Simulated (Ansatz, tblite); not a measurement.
Cost and result up the ladder for BiF₃ (4 atoms). The state is a singlet with charge 0. Geometry: PBE-D4/def2-TZVP.

Cartesian coordinates in Å:
```
Bi 0.061 0.254 -0.727
F 0.862 1.301 0.801
F 0.828 -1.535 -0.193
F -1.751 -0.021 0.120
```

Ansatz on 4 threads of AMD EPYC 7R43 on a shared host; xTB runs through tblite on one thread. Times are rough, summed over both states, and most runs start from the orbitals of an earlier one. PBE0-D4/def2-TZVP serves as the yardstick here, not as an exact answer. The other state is a doublet.

In the def2 sets Bi takes a core potential; there is no spin–orbit coupling. The xTB rows come from tblite. Correlated methods freeze 7 core orbitals; core or outer-core shells of Bi are correlated, in sets that lack core-valence functions.

Raw xTB energies of ions are shifted by several eV.

```json
{"level": "GFN2-xTB", "functions": "16", "wall time": "0.003 s", "vertical IE (eV)": "16.56", "difference from PBE0-D4/def2-TZVP (eV)": "4.10", "remarks": "–"}
{"level": "GFN1-xTB", "functions": "16", "wall time": "0.004 s", "vertical IE (eV)": "17.14", "difference from PBE0-D4/def2-TZVP (eV)": "4.67", "remarks": "–"}
{"level": "PBE-D4/def2-TZVP", "functions": "143", "wall time": "2.1 s", "vertical IE (eV)": "11.99", "difference from PBE0-D4/def2-TZVP (eV)": "-0.47", "remarks": "–"}
{"level": "PBE0-D4/def2-TZVP", "functions": "143", "wall time": "2.5 s", "vertical IE (eV)": "12.46", "difference from PBE0-D4/def2-TZVP (eV)": "0.00", "remarks": "–"}
{"level": "r2SCAN-D4/def2-TZVP (with forces)", "functions": "143", "wall time": "4 s", "vertical IE (eV)": "12.23", "difference from PBE0-D4/def2-TZVP (eV)": "-0.23", "remarks": "–"}
{"level": "CCSD(T)/def2-TZVPP", "functions": "143", "wall time": "2.2 min", "vertical IE (eV)": "12.74", "difference from PBE0-D4/def2-TZVP (eV)": "0.28", "remarks": "large T1 (+1 doublet)"}
```
